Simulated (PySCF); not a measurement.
## Radial density of Ni²⁺ (nickel, charge +2)

BHandHLYP, [Ar] 3d7 4p1, one real determinant (an excited configuration). All numbers are calculated (PySCF 2.14, scalar relativity by spin-free X2C-1e, in aug-cc-pVDZ-DK (7s6p4d2f, 59 functions)).

| r (bohr) | 4πr²ρ (e/bohr) | 4πr²(ρα − ρβ) |
| --- | --- | --- |
| 0.000960 | 0.2572 | 0.0000 |
| 0.00161 | 0.6444 | 0.0000 |
| 0.00271 | 1.580 | 0.0000 |
| 0.00457 | 3.737 | 0.0001 |
| 0.00768 | 8.320 | 0.0003 |
| 0.0129 | 16.65 | 0.0006 |
| 0.0217 | 27.68 | 0.0015 |
| 0.0365 | 34.05 | 0.0051 |
| 0.0615 | 29.05 | 0.0200 |
| 0.103 | 28.99 | 0.0766 |
| 0.174 | 38.53 | 0.3164 |
| 0.293 | 22.25 | 1.3400 |
| 0.492 | 18.04 | 3.1991 |
| 0.828 | 16.33 | 2.8311 |
| 1.39 | 3.716 | 1.0404 |
| 2.34 | 0.7003 | 0.5301 |
| 3.94 | 0.1569 | 0.1559 |
| 6.63 | 0.001198 | 0.0012 |
| 11.1 | 3.079e-05 | 0.0000 |

Densities and radii are taken from the X2C orbitals without a picture-change correction, which distorts them close to the nucleus.

⟨L²⟩ = 13.92 against 20 for a pure G term, so this real determinant mixes terms.
